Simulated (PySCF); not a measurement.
# Excitation energy of B²⁺ by level of theory

B²⁺ [He] 2s1 (2S) → B²⁺ [He] 3d1 (2D), as a difference of total energies. Computed with PySCF 2.14 in aug-cc-pCVTZ-DK with one added diffuse shell each of s, p, d, f type (8s7p5d3f, 75 functions), with the spin-free X2C one-electron Hamiltonian (Gaussian nucleus). Correlated levels: valence and next inner shell: nothing frozen. The calculations carry no spin-orbit coupling.

```csv
method,excitation energy (eV)
UHF,24.272
MP2 (valence and next inner shell),24.340
SCS-MP2 (valence and next inner shell),24.333
CCSD (valence and next inner shell),24.346
CCSD(T) (valence and next inner shell),24.347
```

Q: How much does correlation contribute at CCSD(T) (valence and next inner shell)?

A: 24.347 − (24.272) = 0.075 eV, measured against UHF.

The promoted electron is Rydberg-like, and one or two diffuse shells describe it only roughly, which tends to raise the upper state.
